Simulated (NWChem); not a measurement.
**Extrapolating the MP2 correlation energy of Cl2Si**

```
Si
Cl 1 2.1112
Cl 1 2.1112 2 101.95
```
Charge 0, spin multiplicity 1.

Everything below was run with NWChem. The geometry was optimised at PBE/def2-SVP, a minimum by its harmonic frequencies.

The correlated methods keep 15 core orbitals frozen. The structure started from a generated list of species.

Worked example. The MP2 correlation energy is -344.12 mHa in cc-pVDZ and -470.24 mHa in cc-pVTZ. The form E(X) = E∞ + A/X³ turns the pair into an estimate of the basis-set limit.

E∞ = (3³·(-470.24) − 2³·(-344.12))/(3³ − 2³) = -523.3 mHa. The larger basis holds 90 % of that. This is a two-point estimate, and a rough one from so small a pair.
